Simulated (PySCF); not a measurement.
**Electron correlation in Au⁻ (gold, charge -1)**

[Xe] 4f14 5d10 6s2, closed-shell 1S. All numbers are calculated (PySCF 2.14, scalar relativity by spin-free X2C-1e, in x2c-TZVPPall with one added diffuse shell each of s, p, d, f type (12s8p8d4f1g, 113 functions)). Frozen: [Kr] 4d10 4f14; 20 electrons correlated.

```tsv
level	correlation energy (mhartree)
CCSD	-611.44
(T)	-26.34
CCSD(T)	-637.78
```

Diagnostics: T1 = 0.034, D1 = 0.1400, largest double amplitude 0.061.

Q: Is a single reference adequate?

A: Largely. T1 is above 0.03 while the doubles stay small, so the singles mainly relax the orbitals.

This basis was not built for core-valence correlation, so the inner-shell part is incomplete.
